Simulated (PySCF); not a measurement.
Working out the ionisation energy of Cu

Cu [Ar] 3d10 4s1 (2S) → Cu⁺ [Ar] 3d10 (1S). Computed with PySCF 2.14 in x2c-TZVPPall (6s5p4d2f1g, 64 functions), with the spin-free X2C one-electron Hamiltonian (Gaussian nucleus). Frozen: [Ne]. Energies in hartree (1 hartree = 27.21139 eV):

```tsv
part	Cu (lower)	Cu⁺ (upper)
UHF	-1653.132680	-1652.890205
MP2 opposite-spin	-0.550411	-0.529713
MP2 same-spin	-0.289495	-0.273501
```

**Question.** What does Hartree-Fock give?

**Answer.** (-1652.890205) − (-1653.132680) = 0.242475 hartree = 6.598 eV.

**Question.** What do MP2 and SCS-MP2 (6/5 opposite-spin, 1/3 same-spin) give?

**Answer.** The opposite-spin parts differ by 0.563 eV and the same-spin parts by 0.435 eV. MP2: 6.598 + (0.563) + (0.435) = 7.596 eV. SCS-MP2: 6.598 + 1.2 × (0.563) + (0.435)/3 = 7.419 eV.

Measured between the centres of the two terms (NIST): 7.726 eV, so MP2 (valence and next inner shell) is off by -0.130 eV.

What remains against the reference includes basis incompleteness, the frozen core and correlation beyond second order.
